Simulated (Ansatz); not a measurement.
Consider the redistribution: `C[SiH2]C(O)(F)F` + `OC[SiH2]O` → `O[SiH2]C(O)(F)F` + `CC[SiH2]O`.

Computed with Ansatz on PBE0-D4/def2-TZVP structures; ΔE is electronic, products minus reactants. CCSD(T)/CBS adds triple-zeta CCSD(T) − MP2 to the extrapolated MP2 energy (def2 sets, frozen cores). DFT in def2-TZVPP. Each species was taken in one conformer, which may not be the lowest.

```tsv
species	r2SCAN-D4 energy (Eh)
`C[SiH2]C(O)(F)F`	-644.21702
`OC[SiH2]O`	-481.65619
`O[SiH2]C(O)(F)F`	-680.17511
`CC[SiH2]O`	-445.75315
```

(1) Work out ΔE.

Largest T1 diagnostic among the species: 0.012.

## Answers

(1) ΔE = (-680.17511) + (-445.75315) − (-644.21702) − (-481.65619) = -0.05505 Eh = -144.5 kJ/mol. CCSD(T)/CBS gives -150.7 kJ/mol.

From PBE to PBE0 (25 % exact exchange), in def2-TZVPP and without D4, ΔE moves by −6.9 kJ/mol.
